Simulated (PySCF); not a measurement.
Coordinates in bohr (charge 1 multiplicity 6):
```
Ru    0.0000    0.0000    0.0000
Cl    0.0000    0.0000    4.1271
Cl    0.0000    0.0000   -4.1271
```

Method: UPBE0 in PySCF with Ru def2-TZVP with ECP28, Cl def2-TZVP; scalar-relativistic core potentials, no spin–orbit coupling; density-fitted integrals.

This geometry of [RuCl2]+ is a stationary point at this level.

Task: What is the point group?

Result: D∞h.

Task: Is it a minimum?

Result: No: it has 2 imaginary modes (one degenerate set), at 70i cm⁻¹ (πu).

Task: Which band is strongest in the infrared?

Result: 490 cm⁻¹ (σu+), 92 km/mol.

Task: What are the dipole moment and the gap between the highest occupied and lowest empty levels of either spin?

Result: 0.00 D about the centre of mass and 3.12 eV.

Task: Give the atomic charges and bond orders.

Result: 
```csv
atom,Mulliken,Löwdin,polar tensor,spin (Mulliken),Mayer order to Ru1
Ru1,1.12,0.52,1.63,4.08,–
"Cl2,3",-0.06,0.24,-0.31,0.46,1.28
```

Only a few start shapes were tried, so a lower isomer may exist. Other spin states or occupations of the open shell can lie lower. At this level a sextet minimum of C2v symmetry lies 9 kJ/mol below this structure.
